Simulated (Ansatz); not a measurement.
Mulliken charges of ClH$_{4}$MoN$_{3}$, SMILES `[NH]=[Mo](=[NH])([NH2])[Cl]` from PBE/def2-TZVPP in Ansatz (PBE0-D4/def2-TZVP geometry).

```
atom   x (Å)   y (Å)   z (Å)  charge (e)
  N1  -0.657   1.576   0.212      -0.559
 Mo2   0.028   0.133  -0.434       1.233
  N3   1.729   0.051  -0.178      -0.559
  N4  -0.764  -1.348   0.510      -0.505
 Cl5  -0.381   0.070  -2.690      -0.344
  H6  -0.621   2.491   0.641       0.184
  H7   2.627   0.415   0.111       0.184
  H8  -0.240  -2.162   0.792       0.183
  H9  -1.632  -1.272   1.019       0.183
```

Task: By hand: the dipole of these point charges (1 e Å = 4.8032 D).

Result: Σ q r = (-0.021, -0.183, 0.583) e Å, of length 0.611 e Å = 2.93 D.

Task: How does the dipole of the full density compare? (An estimate is asked.)

Result: Ansatz gave: (0.103, -0.022, 0.720) e Å, 3.50 D; the point charges give 0.84 times that, at 19° from its direction.

Point charges leave out the atoms' own dipoles, such as those of lone pairs, and Mulliken's split depends on the basis, so the two needn't agree.
